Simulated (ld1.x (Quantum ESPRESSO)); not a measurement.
# O, TM: configuration errors across variants

oxygen, norm-conserving Troullier–Martins (Kleinman–Bylander form), made with ld1.x (Quantum ESPRESSO) 7.5 (BLYP, non-relativistic). Core [He], reference 2s1.5 2p4.5. Waves: 2s (bound): rc 0.70 bohr; 2p (bound): rc 1.00 bohr. Local part: all-electron potential smoothed inside 0.60 bohr (lloc = -2). Core correction: Bessel-smoothed model core inside 0.45 bohr.

All-electron excitation energies from the reference (eV): (1) 2s2 2p4 -7.383; (2) 2s2 2p3 9.054; (3) 2s2 2p2 42.669; (4) 2s2 2p1 96.610; (5) 2s2 2p3.5 -1.096; (6) 2s1 2p5 7.395; (7) 2s0 2p6 22.220.

3 further variants failed, have other tests or another functional or relativity, and are left out.

Errors AE − PS in meV (a dash: test not solved or not reliable):

| change | (1) | (2) | (3) | (4) | (5) | (6) | (7) | bound ghosts |
| --- | --- | --- | --- | --- | --- | --- | --- | --- |
| base | +2.2 | +8.6 | +41 | +164 | +4.1 | +2.4 | +22 | none |
| wave 2s (bound): rc 0.70 bohr becomes 2s (bound): rc 0.46 bohr | +5.8 | +19 | +76 | +260 | +10 | +6.1 | +56 | not determined |
| wave 2p (bound): rc 1.00 bohr becomes 2p (bound): rc 1.54 bohr | +2.7 | +54 | +282 | +1009 | +18 | +3.1 | +29 | none |
| local potential all-electron potential smoothed inside 0.40 bohr (lloc = -2) | +2.2 | +8.9 | +43 | +172 | +4.2 | +2.4 | +22 | none |
| core correction none | +4.1 | +14 | +65 | +263 | +7.1 | +4.1 | +32 | none |
| type PAW; waves now 2s (bound): rcut 0.60, rcutus 0.70 bohr; 2s channel at -1.15 Ry: rcut 0.60, rcutus 0.70 bohr; 2p (bound): rcut 0.85, rcutus 1.00 bohr; 2p channel at 2.8 Ry: rcut 0.85, rcutus 1.00 bohr; local potential all-electron potential smoothed inside 0.65 bohr (lloc = -2); augmentation BESSEL, radius 0.70 bohr | -0.1 | -0.1 | -1.0 | -6.9 | -0.1 | 0.0 | -0.6 | none |
| all radii but the core radius scaled by about 0.94 (s 0.66, p 0.94 bohr); local potential all-electron potential smoothed inside 0.56 bohr (lloc = -2) | +2.1 | +7.4 | +35 | +137 | +3.7 | +2.4 | +21 | none |

Problem. Give the same row for: local potential the s channel.

Solution. +2.2, +7.1, +33, +142, +3.8, +2.4, +22; bound ghosts: none.
